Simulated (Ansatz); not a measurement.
Diatomic TaF, multiplicity 5 (an upper state: multiplicity 3 came lower at CCSD(T)/def2-TZVPP on PBE0 minima). No spin–orbit coupling.

Seven points along R, fitted to fifth degree in 1/R; most abundant isotopes. In def2 and cc sets the state is the lowest found near the PBE0 minimum, followed along R.

Correlated levels freeze the inner cores; with def2 sets outer-core shells near the valence are correlated too.

Codes used: Ansatz (Gaussian basis) for Hartree–Fock, density functionals and correlated methods. Values without a source in brackets are computed. In def2 rows elements past Kr take small-core potentials, without spin–orbit coupling.

Energies at CCSD(T)/def2-TZVPP:

```
R (Å)       E (hartree)
--------  -------------
1.743896  -156.40636274
1.790775  -156.41356362
1.833903  -156.41719865
1.882657  -156.41854428
1.931412  -156.41756426
1.987666  -156.41421004
2.053297  -156.40807902
```

Question: With a reduced mass of 17.1932 u, find the minimum, the force constant and the constants.

Answer: A fifth-degree polynomial in 1/R puts the minimum at r_e = 1.8845 Å with force constant 421 N/m. Then ω_e = (1/2πc)√(k/μ) = 645 cm⁻¹ and B_e = h/(8π²cμr_e²) = 0.2761 cm⁻¹; the cubic and quartic terms give α_e = 0.0015 and ω_e x_e = 2.5 cm⁻¹.

Ansatz is a program for electronic structure.
